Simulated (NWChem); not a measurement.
System: SiH$_{3}$SF; SMILES F[SiH2]S

The following NWChem deck was run.

```
start job
memory heap 200 mb stack 900 mb global 1100 mb
geometry units angstroms
  Si    -0.643932     0.576547    -0.096936
  F      0.728931     1.339027     0.316499
  S     -0.324093    -1.496032    -0.449344
  H     -1.597825     0.789196     1.022462
  H     -1.123141     1.134244    -1.386144
  H     -0.182369    -1.811871     0.857137
end
basis spherical
  Si library 3-21g
  F library 3-21g
  S library 3-21g
  H library 3-21g
end
dft
  xc b3lyp
  iterations 150
end
driver
  maxiter 120
end
task dft optimize
task dft freq
```

B3LYP is NWChem's, with the RPA form of VWN correlation.

The level has its own optimisation; frequencies are unscaled.

Q: Predict the main results of this run. (B3LYP/3-21G.) Quantities: r F–Si (Å); r S–Si (Å); r H–S (Å); highest harmonic frequency (cm⁻¹); lowest (cm⁻¹); zero-point energy (kcal/mol); dipole (D).

A: 
```
Quantity                           Result
---------------------------------  ------
r F–Si (Å)                          1.655
r S–Si (Å)                          2.226
r H–S (Å)                           1.373
highest harmonic frequency (cm⁻¹)    2479
lowest (cm⁻¹)                         215
zero-point energy (kcal/mol)         18.2
dipole (D)                           1.92
```
